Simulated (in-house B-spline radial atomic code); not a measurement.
## RPA and G0W0 on PBE0: C2+

Configuration [He] 2s2, mean-field start PBE0. Computed with a B-spline radial code for spherical atoms: all electrons, non-relativistic, point nucleus, each spin shell either full or empty, empty states to l = 9 with an (l + 1/2)⁻⁴ tail; G0W0 by contour deformation at full frequency.

Command:
```bash
python run_gw.py task.json out
```
Settings (radii: box in bohr, nucleus in fm):
```
Z                        6
electrons                4
configuration            [He] 2s2
hamiltonian              nr
method                   pbe0
lmax                     9
spin_polarised           False
box_radius               17.55
intervals                45
ion_configuration        [He] 2s1
```

Run time, properties included: 1.5 s on 1 thread of Arm Neoverse N1, on a shared host.

Energies (hartree):

```json
{"term": "mean-field total", "value": "-36.47148"}
{"term": "Hartree-Fock functional on these orbitals", "value": "-36.40710"}
{"term": "direct second order", "value": "-0.2618"}
{"term": "second-order exchange", "value": "0.12823"}
{"term": "SOSEX correction", "value": "0.10109"}
```

**Question.** What is the RPA correlation energy, and what remains with SOSEX?

**Answer.** RPA gives -0.20643 hartree (-1.4 eV per electron); RPA + SOSEX gives -0.10534, and the second-order doubles -0.13357 hartree (no singles). SOSEX takes back 49 % of the RPA value.

Quasi-particle levels (eV):

```json
{"level": "2s", "occupied": "yes", "mean field": "-42.04", "Σx - vxc": "-4.02", "Σc": "?", "QP weight": "?", "G0W0": "?"}
{"level": "2p", "occupied": "no", "mean field": "-29.823", "Σx - vxc": "6.64", "Σc": "-1.68", "QP weight": "0.948", "G0W0": "-24.869"}
```

G0W0 = mean field + (Σx - vxc) + Σc, with Σc (partial-wave tail included) taken at the quasi-particle energy. Levels of low weight are left out.

**Question.** Where does G0W0 put 2s?

**Answer.** At -47.79 eV, with Σc = -1.73 eV and a quasi-particle weight of 0.938. The tabulated removal energy is 47.888 eV (NIST, measured).

**Question.** What does it cost to remove one electron (to [He] 2s1) by differences of total energies, each species on its own start (correlation terms add to the Hartree-Fock functional)?

**Answer.** PBE0 47.04 eV, Hartree-Fock functional 45.77 eV, + RPA 47.89 eV, + RPA + SOSEX 47.33 eV, + second order 48.03 eV. Tabulated: 47.888 eV (NIST, measured).
